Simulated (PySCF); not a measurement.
**How methods differ on the excitation energy of S⁺**

S⁺ [Ne] 3s2 3p3 (4S) → S⁺ [Ne] 3s2 3p2 4s1 (4P), as a difference of total energies. Calculation: PySCF 2.14, in aug-cc-pV(Q+d)Z; the non-relativistic Hamiltonian (point nucleus). Correlated levels: valence: [Ne] frozen. The calculations carry no spin-orbit coupling.

```tsv
method	excitation energy (eV)	error (eV)
UHF	13.390	-0.249
MP2 (valence)	13.706	+0.067
SCS-MP2 (valence)	13.615	-0.024
CCSD (valence)	13.619	-0.020
CCSD(T) (valence)	13.632	-0.007
```

Reference: 13.639 eV (measured; NIST levels, between the centres of gravity of the two terms).

Errors of the correlated levels include the incompleteness of this basis and the frozen core.
